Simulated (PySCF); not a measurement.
**Adding and removing an electron: GePb**

r²SCAN; basis Ge cc-pVDZ-PP with ECP10, Pb cc-pVDZ-PP with ECP60; scalar-relativistic core potentials; PySCF 2.14. Neutral (UKS): triplet (π ↑↑), Re = 2.660 Å, ωe = 207 cm⁻¹, De = 2.48 eV, HOMO -4.41 eV, LUMO -3.57 eV.

GePb⁺ (UKS): quartet (σ ↑, π ↑↑), Re = 2.688 Å, ωe = 181 cm⁻¹. The energies at the minima are -487.41561 hartree for GePb and -487.15970 for GePb⁺.

Question: Work out the adiabatic ionisation energy, without and with harmonic zero-point energies (1 hartree = 27.2114 eV, 1 eV = 8065.5 cm⁻¹), and the change of the bond length.

Answer: At r²SCAN: 0.25591 hartree = 6.964 eV between the minima; the zero-point term (181.0 − 207.0)/2 cm⁻¹ = -0.002 eV makes it 6.962 eV. Re changes by +2.8 pm against the neutral. The electron leaves a σ orbital, and the longer bond of the ion fits a bonding orbital, or a change in how ionic the bond is.

These are scalar-relativistic numbers at best; spin–orbit coupling would shift them, the dissociation energy most. States were picked by a PBE0 search and need not be the measured ground states.
